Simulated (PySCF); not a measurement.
# Yb²⁺: excitation energy

Yb²⁺ [Xe] 4f14 (1S) → Yb²⁺ [Xe] 4f13 6s1 (3F), as a difference of total energies. Calculation: PySCF 2.14, in ANO-RCC-VTZP (8s7p5d3f2g1h, 104 functions); the spin-free X2C one-electron Hamiltonian (Gaussian nucleus). Correlated levels: valence: [Kr] 4d10 frozen. The calculations carry no spin-orbit coupling.

```
           method  excitation energy (eV)
              UHF                   1.272
    MP2 (valence)                   6.745
SCS-MP2 (valence)                   5.986
   CCSD (valence)                   4.619
CCSD(T) (valence)                   5.030
```

How much does correlation contribute at CCSD(T) (valence)?

5.030 − (1.272) = 3.758 eV, measured against UHF.

A first-order spin-orbit estimate (lowest level to lowest level, LS coupling) adds -0.600 eV.

The basis was made for the ground configuration and has no added diffuse functions, so the excitation energy can come out too high.
